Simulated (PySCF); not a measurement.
**CsSb⁺: energy against distance**

Set-up: Cs def2-SVP with ECP46, Sb def2-SVP with ECP28; scalar-relativistic core potentials (PySCF 2.14). Energies in eV from Cs⁺ + Sb in their ground configurations at the same level. State: ⁴Σ⁻ (quartet), unpaired electrons σ ↑, π ↑↑.

| R (Å) | UHF |
| --- | --- |
| 3.669 | 0.1087 |
| 3.839 | 0.0231 |
| 4.010 | -0.0269 |
| 4.138 | -0.0489 |
| 4.266 | -0.0620 |
| 4.394 | -0.0688 |
| 4.565 | -0.0715 |
| 4.778 | -0.0691 |
| 5.034 | -0.0622 |
| 5.375 | -0.0514 |

Put a parabola through the three lowest points of the UHF curve and estimate Re, k and ωe (reduced mass 63.31 u; 1 eV/Å² = 0.16022 mdyn/Å; ωe = 1302.8·√(k/μ) cm⁻¹).

Through R = 4.394, 4.565, 4.778 Å the second-order coefficient is 0.0705 eV/Å², so Re ≈ 4.592 Å, k ≈ 0.0226 mdyn/Å and ωe ≈ 25 cm⁻¹. A polynomial fit of higher order to the unrounded UHF energies gives Re = 4.571 Å, k = 0.0230 mdyn/Å, ωe = 24.8 cm⁻¹; anharmonicity and rounding make the difference.

The higher-order fit for each curve: UHF: Re = 4.571 Å, ωe = 24.8 cm⁻¹, De = 0.072 eV.

Spin–orbit coupling is left out, which matters for elements this heavy, above all for dissociation energies. For an ion De counts to the pair picked by the measured ionisation energies or electron affinities, which need not be the lowest pair at this level. Hartree–Fock leaves out correlation, which carries a large part of most bond energies and some tenths to 1 eV of ionisation energies. The state is the lowest determinant that a PBE0 search found; another state may lie lower at other levels.
